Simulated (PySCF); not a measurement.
difluoro(fluorosilyl)silane (F3H3Si2), SMILES F[SiH2][SiH](F)F.

Coordinates come from a ωB97X-D3(BJ)/def2-SVP optimisation. One conformer was computed; it need not be the lowest.

Calculation: TDDFT-PBE0/def2-SVPD (PySCF).

Vertical excitations. 

| state | energy (eV) | λ (nm) | f | main pairs |
|---|---|---|---|---|
| S1 | 6.14 | 202 | 0.022 | HOMO→LUMO 98 % |
| S2 | 6.93 | 179 | 0.041 | HOMO→LUMO+1 96 % |
| S3 | 7.36 | 168 | 0.004 | HOMO−1→LUMO 98 % |
| S4 | 8.16 | 152 | 0.010 | HOMO→LUMO+2 74 %, HOMO→LUMO+3 16 % |
| S5 | 8.39 | 148 | 0.046 | HOMO−1→LUMO+1 46 %, HOMO→LUMO+3 35 %, HOMO→LUMO+2 18 % |
| S6 | 8.59 | 144 | 0.141 | HOMO→LUMO+4 52 %, HOMO−1→LUMO+1 20 %, HOMO→LUMO+3 11 %, HOMO−2→LUMO 8 % |
| S7 | 8.76 | 142 | 0.351 | HOMO→LUMO+3 30 %, HOMO−2→LUMO 27 %, HOMO−1→LUMO+1 24 %, HOMO→LUMO+4 13 % |
| S8 | 8.88 | 140 | 0.139 | HOMO−2→LUMO 59 %, HOMO→LUMO+4 28 % |
| S9 | 9.30 | 133 | 0.008 | HOMO→LUMO+5 67 % |
| S10 | 9.41 | 132 | 0.004 | HOMO−2→LUMO+1 44 %, HOMO→LUMO+5 24 %, HOMO−1→LUMO+2 11 %, HOMO→LUMO+6 10 % |
| T1 | 5.32 | 233 | 0 | HOMO→LUMO 97 % |
| T2 | 5.92 | 210 | 0 | HOMO→LUMO+1 97 % |
| T3 | 6.91 | 180 | 0 | HOMO−1→LUMO 95 % |
| T4 | 7.51 | 165 | 0 | HOMO→LUMO+3 82 % |
Triplets are in the Tamm–Dancoff approximation, which puts them higher than full response would, so one can lie above its singlet here.
